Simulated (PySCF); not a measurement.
A side-by-side comparison of computed properties.

First species: C₉H₁₆.
SMILES: `CC(C)(C)CC#CCC`

Second species: C8H9Cl.
SMILES with atom numbers: `[Cl:1][CH2:2][C:3]1=[CH:4][C:5]2([CH:6]=[CH:7]1)[CH2:8][CH2:9]2` (hydrogens: H10, H11 on C2; H12 on C4; H13 on C6; H14 on C7; H15, H16 on C8; H17, H18 on C9)

Levels: PBE0/pcSseg-1 for dipole moment, HOMO energy, LUMO energy and HOMO–LUMO gap; GFN2-xTB for rotational constant A and rotational constant C. Geometries: GFN2-xTB. All species are isolated and taken at one optimised geometry, non-relativistic unless stated; the electronic structure was computed with PySCF and density fitting.

Dipoles, sizes and rotational constants follow the conformer. The torsions of the flexible species, by atom-mapped SMILES:
- `[CH3:1][CH2:2][C:3]#[C:4][CH2:5][C:6]([CH3:7])([CH3:8])[CH3:9]`: C4–C5–C6–C7 60°
- `[Cl:1][CH2:2][C:3]1=[CH:4][C:5]2([CH:6]=[CH:7]1)[CH2:8][CH2:9]2`: Cl1–C2–C3–C4 102°

Q: Which has the higher dipole moment?

A: The second: 3.00 D against 0.28 D, a difference of 2.72 D.

Q: Which of the two has the higher HOMO–LUMO gap, and by how much?

A: The first: 8.29 eV against 5.51 eV, a difference of 2.78 eV.

Q: Which has the higher HOMO energy?

A: The second: -6.40 eV against -7.10 eV, a difference of 0.70 eV.

Q: Which of the two has the higher rotational constant A, and by how much?

A: The second: 3.764 GHz against 3.213 GHz, a difference of 0.551 GHz.

Q: Which of the two has the higher LUMO energy, and by how much?

A: The first: 1.19 eV against -0.89 eV, a difference of 2.08 eV.

Q: Which has the higher rotational constant C?

A: The first: 0.695 GHz against 0.672 GHz, a difference of 0.023 GHz.

On the first: In atomic units the dipole is 0.11 e·bohr (1 au = 2.5417 D).

On the second: The dipole equals about 10.0 × 10⁻³⁰ C·m (1 D = 3.33564 × 10⁻³⁰ C·m). A dipole of 3.00 D is allowed in C1, and pure rotational transitions are dipole-allowed.
